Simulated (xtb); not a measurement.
C6H6N, doublet, from a rough starting geometry; GFN2-xTB (xtb).

Here is a job for xtb.
```
$ xtb mol.xyz --gfn 2 --uhf 1 --opt vtight --json

# file mol.xyz
13

N      2.35330535    -0.25576755    -0.48621811
C      0.93885924    -0.16948104    -0.20827355
C      0.20077470    -1.29637682    -0.19308276
C     -1.22702579    -1.32071674     0.03909988
C     -1.79859837    -0.12265213     0.21227717
C     -1.02895106     1.07867583     0.30825700
C      0.26736642     1.03668488     0.03534609
H      2.80353265    -1.10808300    -0.36371188
H      2.86486943     0.56210839    -0.14582872
H     -1.73486871    -2.24574339     0.01361641
H     -2.92837223    -0.11428862     0.37659843
H     -1.53740440     1.97914896     0.41569915
H      0.84565180     1.97307572     0.11043727
```

The log (banner, timings and long lists left out):

```
   ID    Z sym.   atoms
    1    7 N      1
    2    6 C      2-7
    3    1 H      8-13

           -------------------------------------------------
          |                Calculation Setup                |
           -------------------------------------------------

           -------------------------------------------------
          |                 G F N 2 - x T B                 |
           -------------------------------------------------

          ...................................................
          :                      SETUP                      :
          :.................................................:
          :  # basis functions                  34          :
          :  # atomic orbitals                  34          :
          :  # shells                           20          :
          :  # electrons                        35          :
          :  max. iterations                   250          :
          :  Hamiltonian                  GFN2-xTB          :
          :  restarted?                      false          :
          :  GBSA solvation                  false          :
          :  PC potential                    false          :
          :  electronic temp.          300.0000000     K    :
          :  accuracy                    1.0000000          :
          :  -> integral cutoff          0.2500000E+02      :
          :  -> integral neglect         0.1000000E-07      :
          :  -> SCF convergence          0.1000000E-05 Eh   :
          :  -> wf. convergence          0.1000000E-03 e    :
          :  Broyden damping             0.4000000          :
          :  net charge                          0          :
          :  unpaired electrons                  1          :
          ...................................................

 iter      E             dE          RMSdq      gap      omega  full diag
   1    -19.0001395 -0.190001E+02  0.461E+00    3.03       0.0  T
   2    -19.0252988 -0.251593E-01  0.295E+00    2.50       1.0  T
   3    -19.0171689  0.812993E-02  0.163E+00    3.35       1.0  T
   4    -19.0333769 -0.162080E-01  0.501E-01    2.72       1.0  T
   5    -19.0364494 -0.307246E-02  0.100E-01    2.92       1.0  T
   6    -19.0364721 -0.226908E-04  0.475E-02    2.91       1.0  T
   7    -19.0364834 -0.113310E-04  0.247E-02    2.91       1.1  T
   8    -19.0364842 -0.755393E-06  0.638E-03    2.91       4.3  T
   9    -19.0364845 -0.367717E-06  0.237E-03    2.91      11.7  T
  10    -19.0364846 -0.317077E-07  0.128E-03    2.91      21.6  T
  11    -19.0364846 -0.358735E-08  0.589E-04    2.91      47.1  T
  12    -19.0364846 -0.285070E-08  0.116E-04    2.91     239.0  T

   *** convergence criteria satisfied after 12 iterations ***

         :::::::::::::::::::::::::::::::::::::::::::::::::::::
         ::                     SUMMARY                     ::
         :::::::::::::::::::::::::::::::::::::::::::::::::::::
         :: total energy             -18.686703554770 Eh    ::
         :: gradient norm              0.175136096541 Eh/a0 ::
         :: HOMO-LUMO gap              2.907289747203 eV    ::
         ::.................................................::
         :: SCC energy               -19.036475725929 Eh    ::
         :: -> isotropic ES            0.009886993661 Eh    ::
         :: -> anisotropic ES          0.003969599889 Eh    ::
         :: -> anisotropic XC          0.012588718446 Eh    ::
         :: -> dispersion             -0.009241229586 Eh    ::
         :: repulsion energy           0.349772171159 Eh    ::
         :: add. restraining           0.000000000000 Eh    ::
         :: total charge               0.000000000000 e     ::
         :::::::::::::::::::::::::::::::::::::::::::::::::::::

      -----------------------------------------------------------
     |                   =====================                   |
     |                        A N C O P T                        |
[...]
 * total energy  :   -18.6867036 Eh     change       -0.2198064E-10 Eh
 * total energy  :   -18.7030181 Eh     change       -0.1631456E-01 Eh
 * total energy  :   -18.7067238 Eh     change       -0.3705713E-02 Eh
 * total energy  :   -18.7069741 Eh     change       -0.2502728E-03 Eh
 * total energy  :   -18.7070618 Eh     change       -0.8773128E-04 Eh
 * total energy  :   -18.7070718 Eh     change       -0.9922989E-05 Eh
 * total energy  :   -18.7070740 Eh     change       -0.2220918E-05 Eh
 * total energy  :   -18.7070744 Eh     change       -0.4058884E-06 Eh
 * total energy  :   -18.7070744 Eh     change       -0.4004946E-07 Eh
   *** GEOMETRY OPTIMIZATION CONVERGED AFTER 9 ITERATIONS ***
         :: total energy             -18.707074426056 Eh    ::
[...]
        24                          0.1555301               4.2322
        25                          0.1711177               4.6564
        26                          0.2015863               5.4854
        27                          0.2202227               5.9926
        28                          0.2403798               6.5411
        29                          0.3876916              10.5496
       ...                                ...                  ...
        34                          0.6725785              18.3018
      -------------------------------------------------------------
                  HL-Gap            0.1050353 Eh            2.8582 eV
             Fermi-level           -0.2987289 Eh           -8.1288 eV

     #   Z          covCN         q      C6AA      α(0)
     1   7 N        2.639    -0.275    27.105     7.732
     2   6 C        2.894     0.091    25.972     8.356
     3   6 C        2.022    -0.098    33.710     9.377
     4   6 C        2.915    -0.022    28.553     8.762
     5   6 C        2.928    -0.043    29.078     8.843
     6   6 C        2.917    -0.036    28.901     8.816
     7   6 C        2.935    -0.060    29.500     8.908
     8   1 H        0.860     0.162     1.320     1.800
     9   1 H        0.860     0.156     1.363     1.829
    10   1 H        0.926     0.038     2.470     2.457
    11   1 H        0.926     0.029     2.601     2.522
    12   1 H        0.926     0.030     2.586     2.515
    13   1 H        0.925     0.028     2.616     2.529

 Mol. C6AA /au·bohr⁶  :       2148.030140
 Mol. C8AA /au·bohr⁸  :      52506.613400
 Mol. α(0) /au        :         74.446424

Wiberg/Mayer (AO) data.
largest (>0.10) Wiberg bond orders for each atom

 ---------------------------------------------------------------------------
     #   Z sym  total        # sym  WBO       # sym  WBO       # sym  WBO
 ---------------------------------------------------------------------------
     1   7 N    3.243 --     2 C    1.146     9 H    0.956     8 H    0.956
     2   6 C    3.970 --     3 C    1.387     7 C    1.309     1 N    1.146
     3   6 C    3.280 --     4 C    1.540     2 C    1.387     6 C    0.103
     4   6 C    3.989 --     3 C    1.540     5 C    1.352    10 H    0.957
                             7 C    0.105
     5   6 C    3.983 --     6 C    1.446     4 C    1.352    11 H    0.965
     6   6 C    3.993 --     7 C    1.455     5 C    1.446    12 H    0.964
                             3 C    0.103
     7   6 C    3.979 --     6 C    1.455     2 C    1.309    13 H    0.959
                             4 C    0.105
     8   1 H    0.973 --     1 N    0.956
     9   1 H    0.975 --     1 N    0.956
    10   1 H    0.998 --     4 C    0.957
    11   1 H    0.999 --     5 C    0.965
    12   1 H    0.999 --     6 C    0.964
    13   1 H    0.999 --     7 C    0.959
 ---------------------------------------------------------------------------

Topologies differ in total number of bonds
Writing topology from bond orders to xtbtopo.mol

molecular dipole:
                 x           y           z       tot (Debye)
 q only:        0.532       0.076       0.104
   full:        0.559       0.212       0.333       1.740
molecular quadrupole (traceless):
                xx          xy          yy          xz          yz          zz
 q only:        4.258      -0.034      -1.105       0.210       0.080      -3.152
  q+dip:        7.232       0.869       0.221       1.001       0.377      -7.453
   full:        6.106       0.418      -0.693       1.477       0.094      -5.414

optimized geometry written to: xtbopt.xyz

           -------------------------------------------------
          | TOTAL ENERGY              -18.707074426056 Eh   |
          | GRADIENT NORM               0.000063332092 Eh/α |
          | HOMO-LUMO GAP               2.858155221002 eV   |
           -------------------------------------------------

normal termination of xtb
```
